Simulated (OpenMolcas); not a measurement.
As+: effect of correlating more closed shells

| Quantity | Value |
| --- | --- |
| Program | OpenMolcas |
| Basis | ANO-RCC-VQZP [7s6p4d2f1g] |
| Scalar Hamiltonian | DKH2, point nucleus |
| Active space | 2 electrons in 3 orbitals (4p) |
| State averaging | 2S+1 = 3 even, 3 roots; 2S+1 = 1 even, 6 roots |
| Spin-orbit coupling | RASSI with atomic mean-field integrals over the reference wave functions, term energies averaged over their components |

Methods on the same reference wave functions:
A. CASSCF
B. SS-CASPT2, IPEA 0.25 Eh, imaginary shift 0.1 Eh (closed shells correlated: 4s)
C. SS-CASPT2, IPEA 0.25 Eh, imaginary shift 0.1 Eh (closed shells correlated: 3d 4s)

Energies in cm-1 above 4s2 4p2 3P0, the measured ground level; measured values from NIST Handbook of Basic Atomic Spectroscopic Data.

```
      Level      A      B      C  Measured
4s2 4p2 3P0    0.0    0.0    0.0       0.0
4s2 4p2 3P1    886    928    927      1063
4s2 4p2 3P2   2253   2260   2260      2541
4s2 4p2 1D2  12470   9770   9850     10096
4s2 4p2 1S0  28375  22300  22390     22599
```

Deviations, from unrounded energies. A percentage is the sum of absolute deviations over the sum of measured energies, with the sign that they share, or ± where signs differ.

| Against measurement | Levels | A | B | C |
| --- | --- | --- | --- | --- |
| mean absolute deviation (cm-1) | 4 | 2200 | 260 | 220 |
| fine structure of the ground term (%) | 2 | -12.9 | -11.7 | -11.7 |
| other terms of the ground configuration (%) | 2 | +24.9 | -1.9 | -1.4 |

C lies closest to measurement on these levels and A furthest from it. The largest miss of C in the table is 4s2 4p2 3P2, by -280 cm-1. The ranking rests on the paired levels alone, and a cruder setting can come out closer through cancelling errors.

Between B and C the level of the table that moves most is 4s2 4p2 1S0, by 91 cm-1 (lowest in B, highest in C). Moves below CASPT2's spread within the term are not significant.

The mean deviations of B to C differ by less than CASPT2's widest spread within a term (90 cm-1), so their order carries little weight.

From A to B the spin-free energies of the other terms of 4s2 4p2 shown, above 3P, scale by factors of 0.74 to 0.77.

The lowest spin-free term lies below A's lowest term by 0.060 hartree in B, 0.154 hartree in C.

What an inner shell adds also hangs on whether the basis holds functions to correlate it.

Term energies are means over components that CASPT2 splits; among the terms shown or strongly mixed into the levels shown the widest spread is 90 cm-1 (4s2 4p2 1D, B). With the s shell closed, the reference lacks s² → p² mixing. Without dynamic correlation excited terms often stand tens of per cent too high (terms of higher spin than the ground term too low), and those without a measured partner can miss by more than the paired ones (holds for A). Measured partners are found by configuration, term and J. A level has none where our copy of the source lacks it or the pairing is in doubt (some pairs that miss far off the trend of their configuration count as doubtful), and it then counts in no deviation. Levels of configurations outside the active space are missing.
